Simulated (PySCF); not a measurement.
A species of formula C7H12N2 has this rotational fingerprint, computed with PBE0/pcSseg-1 in PySCF (dipole) on a GFN2-xTB geometry, gas phase:

- Rotational constants: A = 3353, B = 774.3, C = 725.5 MHz
- Dipole components: |μa| = 0.99 D, |μb| = 2.07 D, |μc| = 0.17 D
- Inertial defect: -106.82 u·Å²
- κ: -0.96

Question: Which candidate fits, each taken in the one conformer that was computed?
A. `[CH2:1]=[CH:2]/[C:3]([CH3:4])=[N:5]/[N:6]=[CH:7]\[CH2:8][CH3:9]` with C1–C2–C3–C4 3°, C3–N5–N6–C7 -102°, N6–C7–C8–C9 122°
B. `[CH3:1][CH2:2][CH2:3][c:4]1[cH:5][n:6][cH:7][n:8]1[CH3:9]` with C1–C2–C3–C4 179°, C2–C3–C4–C5 -88°
C. `[CH3:1][CH2:2][C@H:3]([CH3:4])[n:5]1[cH:6][cH:7][cH:8][n:9]1` with C1–C2–C3–C4 -175°, C2–C3–N5–C6 -118°
D. `[CH3:1][CH2:2][n:3]1[n:4][c:5]([CH3:6])[cH:7][c:8]1[CH3:9]` with C1–C2–N3–N4 90°

Answer: A. It is C=C/C(C)=N/N=C\CC, a near-prolate asymmetric top, point group C1. The candidates at the same level (rigid rotor, commonest isotopes):

| SMILES | A (MHz) | B (MHz) | C (MHz) | μa (D) | μb (D) | μc (D) | Δ (u·Å²) | point group | rotor |
| --- | --- | --- | --- | --- | --- | --- | --- | --- | --- |
| C=C/C(C)=N/N=C\CC | 3353 | 774.3 | 725.5 | 0.99 | 2.07 | 0.17 | -106.82 | C1 | near-prolate asymmetric top |
| CCn1nc(C)cc1C | 2646 | 1291 | 942.7 | 1.89 | 1.48 | 0.13 | -46.36 | C1 | asymmetric top |
| CCCc1cncn1C | 3172 | 1039 | 841.0 | 2.53 | 3.48 | 0.37 | -44.94 | C1 | asymmetric top |
| CC[C@H](C)n1cccn1 | 2611 | 1314 | 1108 | 1.04 | 0.27 | 1.79 | -122.21 | C1 | asymmetric top |

`CCCc1cncn1C` has B 34 % too high; `CCn1nc(C)cc1C` has B 67 % too high; `CC[C@H](C)n1cccn1` has B 70 % too high. No structure here is proved a minimum.
